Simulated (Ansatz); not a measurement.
**Errors in the atomisation enthalpy at 298 K**

6 molecules with two or more fluorines; the atomisation enthalpy at 298 K in kJ/mol, computed less measured. Shapes, held fixed at every level: PBE0-D4/def2-TZVP. Flexible molecules stand in one conformer, not always the lowest. Thermal terms are harmonic and unscaled (PBE0-D4/def2-TZVP); the spin-orbit lowering of the free atoms is taken from their spectra. Programs: Ansatz 0.2.0. Measured values: Active Thermochemical Tables, CRC Handbook of Chemistry and Physics, NIST-JANAF tables.

Levels: A = SPW92/def2-TZVPP; B = BHLYP-D4/def2-TZVPP; C = PBE0-D4/def2-TZVPP.

| molecule | from tabulated heats | A | B | C |
| --- | --- | --- | --- | --- |
| AsF3 (SMILES F[As](F)F) | 1326 | +353 | -103 | -10 |
| BClF2 (SMILES FB(F)Cl) | 1736 | +303 | -84 | +6 |
| S2F2 (Difluorodisulfane) | 1049 | +352 | -158 | -14 |
| CBr2F2 (SMILES FC(F)(Br)Br) | 1484 | +428 | -147 | +18 |
| SF4 (sulfur tetrafluoride) | 1358 | +506 | -188 | -7 |
| C2H4F2 (1,1-difluoroethane) | 2965 | +504 | -113 | +11 |

(1) Which level does best on this set, which worst, and which err to one side?

Answers

(1) 
| level | kind | mean error | mean absolute error | worst case |
| --- | --- | --- | --- | --- |
| SPW92/def2-TZVPP | LDA | +407.7 | 407.7 | SF4 |
| BHLYP-D4/def2-TZVPP | global hybrid | -132.2 | 132.2 | SF4 |
| PBE0-D4/def2-TZVPP | global hybrid | +0.7 | 11.0 | CBr2F2 |

On this set PBE0-D4/def2-TZVPP has the smallest mean absolute error and SPW92/def2-TZVPP the largest. SPW92/def2-TZVPP is too high in 6 of 6; BHLYP-D4/def2-TZVPP is too low in 6 of 6. The molecules' own spin-orbit binding is left out, so errors for heavy halides read too negative. The tabulated values of AsF3, BClF2, S2F2, SF4 are in doubt (older tables, estimates, or at odds with other calculations) and kept here. Relativity is left out for As, Br. The set is small.
